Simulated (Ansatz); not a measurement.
`CO[SiH2]Cl` → `CO[Si]Cl` + H₂ at 298.15 K and 1 bar (silylene formation by 1,1-elimination).

Gas-phase electronic energies from Ansatz, PBE0-D4/def2-TZVP geometries. CCSD(T)/CBS adds triple-zeta CCSD(T) − MP2 to the extrapolated MP2 energy (def2 sets, frozen cores). This one scheme is used for every species. One conformer a species, not always the lowest.

```
     species  CCSD(T)/CBS energy (Eh)  H − E (kJ/mol)  S (J/(mol·K))
`CO[SiH2]Cl`               -865.17164           180.0          329.9
  `CO[Si]Cl`               -863.93892           132.7          321.4
          H₂                 -1.17544            35.1          130.4
```

H − E and S are ideal-gas, rigid-rotor, harmonic terms from PBE0-D4/def2-TZVP, for one conformer and one mirror image of each species. The MP2-based limit puts H₂ 0.8 mEh under its directly extrapolated value; such offsets cancel only in part. 1 Eh = 2625.50 kJ/mol, R = 8.31446 J/(mol·K).

Question: By hand: ΔE, ΔH, ΔS and ΔG.

Answer: ΔE = (-863.93892) + (-1.17544) − (-865.17164) = 0.05728 Eh = 150.4 kJ/mol. Δ(H − E) = 132.7 + 35.1 − 180.0 = -12.2, so ΔH = 138.2 kJ/mol. ΔS = 321.4 + 130.4 − 329.9 = 121.9 J/(mol·K). ΔG = 138.2 − 298.15 × (121.9)/1000 = 101.9 kJ/mol.

Question: By hand: the equilibrium constant, and the temperature at which ΔG would vanish if ΔH and ΔS stayed fixed.

Answer: log₁₀ K = −ΔG/(RT ln 10) = -17.9. ΔG = 0 at ΔH/ΔS = 1134 K.

The number of gas molecules changes by +1, which sets the sign of ΔS. A doubt of 5 kJ/mol in ΔE shifts log₁₀ K by 0.9 here. Other conformers and mirror images would add mixing entropy, several J/(mol·K) or more a flexible species. These are equilibria of isolated gas molecules and say nothing of rates. Largest T1 diagnostic: 0.014 (customary marks: 0.02 for closed shells, 0.045 for open ones).
